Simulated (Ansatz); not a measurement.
Ansatz (a quantum-chemistry and plane-wave program) input:

Ansatz 0.2 input:
```yaml
crystal:
  periodic: [false, false, false]
  atoms:
    - {symbol: Si, position_ang: [-0.41302051, 0.07530117, 0.03819947]}
    - {symbol: Cl, position_ang: [-0.96165236, -0.09090360, 1.99021195]}
    - {symbol: Cl, position_ang: [-1.45995569, -1.27132241, -1.07063114]}
    - {symbol: Cl, position_ang: [-0.82994607, 1.95504360, -0.61885085]}
    - {symbol: Br, position_ang: [1.74453449, -0.31806044, -0.16134862]}
basis:
  gaussian:
    orbitals: def2-SVPD
magnetization: {spin_polarized: false}
correlation: {method: ccsd_t, electrons: outside_noble_gas}
output: {forces: true}
```

Which total energy does the run end on?

-4239.94807 Eh (CCSD(T)/def2-SVPD). The basis has 146 functions. The run takes roughly 2.4 core-minutes.
